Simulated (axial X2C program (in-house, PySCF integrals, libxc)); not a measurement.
**FeAs: properties at the nuclei**

Computed with an in-house all-electron X2C program for linear molecules (integrals from PySCF): two-component X2C with atomic mean-field Coulomb and Gaunt terms, Gaussian nuclei, basis As dyall-cv3z, Fe dyall-cv3z with contracted cores.

R = 2.193 Å (near the PBE0 minimum at charge 0 of the determinant lowest at the starting distance; the state shown can have its own minimum elsewhere).

Input and command:
```json
{"zs": [33, 26], "q": 0, "bas": ["dyall-cv3z", "dyall-cv3z"], "r0": 2.37, "levels": ["PBE0", "HF", "BHandHLYP", "PBE50", "r2SCAN"], "nst": 3}
```
```bash
python soeom.py task.json out
```

Keys: zs atomic numbers; q charge; bas basis sets; r0 starting distance in Å; levels methods; nst determinants followed.

Determinant lowest in the PBE0 search, Ω = 5/2 (⟨Sz⟩ = 0.50, ⟨Lz⟩ = 2.00 at PBE0), spin on the atoms As -0.97, Fe 1.47:

| level | Eeff magnitude (GV/cm) | Ws magnitude As (kHz) | Ws magnitude Fe (kHz) | A∥/gI As (MHz) | qzz As (a.u.) | A∥/gI Fe (MHz) | qzz Fe (a.u.) | μ (D) |
| --- | --- | --- | --- | --- | --- | --- | --- | --- |
| PBE0 | 0.551 | 0.0491 | 0.0258 | 151 | -3.09 | 431 | 0.60 | 2.54 |
| HF | 2.79 | 0.214 | 0.222 | 75.8 | -4.87 | 260 | 0.45 | 0.81 |
| BHandHLYP | 0.854 | 0.05 | 0.0665 | 119 | -3.42 | 345 | 0.56 | 2.86 |
| PBE50 | 0.873 | 0.0642 | 0.0579 | 142 | -3.52 | 366 | 0.42 | 3.23 |
| r2SCAN | 0.264 | 0.0149 | 0.0048 | 208 | -1.63 | 403 | -0.53 | 2.75 |

Eeff is the effective electric field on the electron electric dipole moment in this Ω state and Ws the scalar–pseudoscalar constant of the nucleus named (defined with the proton number Z and per Ω); A∥ (defined per Ω) follows by multiplying with gI = μI/(I μN); qzz is the electric field gradient, eQq0 = 234.96 MHz × Q/barn × qzz; μ is positive if the Fe end (last atom) is positive. The operators were transformed with the bare-nucleus X2C matrices; with these basis sets, hyperfine constants and field gradients can be off by tens of per cent, and where levels differ in sign neither size nor sign is settled.

(1) With gI(57Fe) = 0.1809 (g factors from the IAEA table of nuclear moments by Stone), turn the PBE0 values of the first state into constants in MHz.

Each state is one determinant with collinear spin. Unrestricted Hartree–Fock can overshoot spin polarisation at the nuclei. Where Eeff spreads by more than a factor of two the levels disagree and none is to be relied on. In the state Ω = 5/2 the atomic spins oppose each other (-0.97, 1.47): a broken-symmetry determinant whose values are not spin-projected. At BHandHLYP, PBE50, r2SCAN a later determinant lies lower. States lie within half an eV, so the first need not be the ground state. The sign of Ws at Fe differs between levels in the first state. Further determinants of the search, some of them spin-mixed, are not shown. Where a field gradient or hyperfine factor spreads by more than a factor of two over the levels, a constant derived from it is not to be relied on.

## Answers

(1) A∥(57Fe) = 431 × 0.1809 = 78 MHz.
